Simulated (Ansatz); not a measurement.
`CS[SiH2]CF` + H₂ → `FC[SiH3]` + CH₃SH at 600 K and 1 bar (hydrogenolysis of the Si–S bond).

Gas-phase electronic energies from Ansatz, PBE0-D4/def2-TZVP geometries. CBS: MP2 limit from def2 TZ/QZ plus the TZ coupled-cluster correction, frozen cores. This one scheme is used for every species. One conformer a species, not always the lowest.

```csv
species,CCSD(T)/CBS energy (Eh),H − E (kJ/mol),S (J/(mol·K))
`CS[SiH2]CF`,-866.97507,294.7,471.0
H₂,-1.17544,43.9,150.8
`FC[SiH3]`,-429.90570,185.9,352.4
CH₃SH,-438.22835,152.3,296.8
```

H − E and S are ideal-gas, rigid-rotor, harmonic terms from PBE0-D4/def2-TZVP, for one conformer and one mirror image of each species. For small species the MP2-based limit differs from directly extrapolated CCSD(T) by up to some mEh (0.8 for H₂); such offsets cancel only in part. 1 Eh = 2625.50 kJ/mol, R = 8.31446 J/(mol·K).

Q: By hand: ΔE, ΔH, ΔS and ΔG.

A: ΔE = (-429.90570) + (-438.22835) − (-866.97507) − (-1.17544) = 0.01646 Eh = 43.2 kJ/mol. Δ(H − E) = 185.9 + 152.3 − 294.7 − 43.9 = -0.4, so ΔH = 42.8 kJ/mol. ΔS = 352.4 + 296.8 − 471.0 − 150.8 = 27.4 J/(mol·K). ΔG = 42.8 − 600 × (27.4)/1000 = 26.4 kJ/mol.

Q: By hand: the equilibrium constant, and the temperature at which ΔG would vanish if ΔH and ΔS stayed fixed.

A: log₁₀ K = −ΔG/(RT ln 10) = -2.3. ΔG = 0 at ΔH/ΔS = 1562 K.

TΔS isn't small against ΔH here. A doubt of 5 kJ/mol in ΔE shifts log₁₀ K by 0.4 here. Other conformers and mirror images would add mixing entropy, several J/(mol·K) or more a flexible species. These are equilibria of isolated gas molecules and say nothing of rates. Largest T1 diagnostic: 0.011 (customary marks: 0.02 for closed shells, 0.045 for open ones).
